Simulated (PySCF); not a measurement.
C₂H₂N (SMILES [CH2]C#N), doublet, at a GFN2-xTB geometry; PySCF with R2SCAN/cc-pVDZ.

PySCF was given this input:
```python
from pyscf import gto, scf, dft

mol = gto.M(
    atom='''
C    -1.17372104    0.03468081    0.00856076
C     0.18010557   -0.00532171   -0.00131364
N     1.34218620   -0.03965857   -0.00978950
H    -1.68922512    0.97746023    0.03957502
H    -1.74438546   -0.87600479   -0.01453131
''',
    basis='cc-pvdz',
    spin=1,
    verbose=5,
)

mf = dft.UKS(mol)
mf.xc = 'r2scan'
mf.kernel()
mf.analyze()
```

Output, abridged:

```
PySCF version 2.14.0

[INPUT] verbose = 5
[INPUT] max_memory = 4000
[INPUT] num. atoms = 5
[INPUT] num. electrons = 21
[INPUT] charge = 0
[INPUT] spin (= nelec alpha-beta = 2S) = 1
[INPUT] symmetry False subgroup None
[INPUT] Mole.unit = angstrom
[INPUT] Symbol           X                Y                Z      unit          X                Y                Z       unit  Magmom
[...]
[INPUT] ---------------- BASIS SET ----------------
[INPUT] l, kappa, [nprim/nctr], expnt,             c_1 c_2 ...
[INPUT] C
[...]
                                1000              0.005329 -0.001154
                                228               0.027077 -0.005725
                                64.71             0.101718 -0.023312
                                21.06             0.27474 -0.063955
                                7.495             0.448564 -0.149981
                                2.797             0.285074 -0.127262
                                0.5215            0.015204 0.544529
[...]
                                2.002             0.20948
                                0.5456            0.508557
[...]
[INPUT] N
[...]
                                1357              0.005389 -0.001208
                                309.3             0.027406 -0.005992
                                87.73             0.103207 -0.024544
                                28.56             0.278723 -0.067459
                                10.21             0.44854 -0.158078
                                3.838             0.278238 -0.121831
                                0.7466            0.01544 0.549003
[...]
                                2.917             0.217169
                                0.7973            0.510319
[...]
[INPUT] H
[...]
                                1.962             0.137977
                                0.4446            0.478148
[...]
nuclear repulsion = 53.5270624424284
number of shells = 21
number of NR pGTOs = 92
number of NR cGTOs = 52
basis = cc-pvdz
ecp = {}

******** <class 'pyscf.dft.uks.UKS'> ********
method = UKS
initial guess = minao
damping factor = 0
level_shift factor = 0
DIIS = <class 'pyscf.scf.diis.CDIIS'>
diis_start_cycle = 1
diis_space = 8
diis_damp = 0
SCF conv_tol = 1e-09
SCF conv_tol_grad = None
SCF max_cycles = 50
direct_scf = True
direct_scf_tol = 1e-13
number electrons alpha = 11  beta = 10
XC library pyscf.dft.libxc version 7.1.2
[...]
converged SCF energy = -132.026165953332  <S^2> = 0.77257616  2S+1 = 2.0224502
Total Energy =                        -132.026165953331827
[...]
spin_pop of  0 C 2px       0.01625
spin_pop of  0 C 2py       0.01833
spin_pop of  0 C 2pz       0.73946
spin_pop of  0 C 3px      -0.00002
spin_pop of  0 C 3py      -0.00050
spin_pop of  0 C 3pz       0.00353
spin_pop of  0 C 3dxy      0.00003
spin_pop of  0 C 3dyz     -0.00000
spin_pop of  0 C 3dz^2    -0.00164
spin_pop of  0 C 3dxz      0.00003
spin_pop of  0 C 3dx2-y2    0.00017
spin_pop of  1 C 1s        0.00000
spin_pop of  1 C 2s       -0.02278
spin_pop of  1 C 3s        0.00027
spin_pop of  1 C 2px      -0.01382
spin_pop of  1 C 2py      -0.03719
spin_pop of  1 C 2pz      -0.12864
spin_pop of  1 C 3px      -0.00039
spin_pop of  1 C 3py       0.00008
spin_pop of  1 C 3pz       0.00066
spin_pop of  1 C 3dxy      0.00006
spin_pop of  1 C 3dyz      0.00000
spin_pop of  1 C 3dz^2     0.00005
spin_pop of  1 C 3dxz      0.00236
spin_pop of  1 C 3dx2-y2    0.00007
spin_pop of  2 N 1s       -0.00001
spin_pop of  2 N 2s        0.01004
spin_pop of  2 N 3s       -0.00022
spin_pop of  2 N 2px       0.00291
spin_pop of  2 N 2py       0.04005
spin_pop of  2 N 2pz       0.37944
spin_pop of  2 N 3px      -0.00025
spin_pop of  2 N 3py      -0.00001
spin_pop of  2 N 3pz       0.00060
spin_pop of  2 N 3dxy      0.00011
spin_pop of  2 N 3dyz      0.00000
spin_pop of  2 N 3dz^2    -0.00004
spin_pop of  2 N 3dxz      0.00080
spin_pop of  2 N 3dx2-y2    0.00012
spin_pop of  3 H 1s       -0.02749
spin_pop of  3 H 2s       -0.00010
spin_pop of  3 H 2px      -0.00001
spin_pop of  3 H 2py      -0.00013
spin_pop of  3 H 2pz       0.00044
spin_pop of  4 H 1s       -0.02749
spin_pop of  4 H 2s       -0.00010
spin_pop of  4 H 2px      -0.00002
spin_pop of  4 H 2py      -0.00013
spin_pop of  4 H 2pz       0.00044
 ** Mulliken Spin Density (per atom)  **
spin density of  0 C =      0.82033
spin density of  1 C =     -0.19928
spin density of  2 N =      0.43354
spin density of  3 H =     -0.02729
spin density of  4 H =     -0.02729
 ** Mulliken pop alpha/beta on meta-lowdin orthogonal AOs **
 ** Mulliken pop       alpha | beta **
In total            11.00000 | 10.00000
 ** Mulliken atomic charges   ( Nelec_alpha | Nelec_beta ) **
charge of  0C =     -0.21674  (     3.51853      2.69821 )
charge of  1C =      0.10456  (     2.84808      3.04736 )
charge of  2N =     -0.19050  (     3.81202      3.37848 )
charge of  3H =      0.15134  (     0.41068      0.43798 )
charge of  4H =      0.15134  (     0.41068      0.43798 )
Dipole moment(X, Y, Z, Debye): -3.28384,  0.09704,  0.02394
```
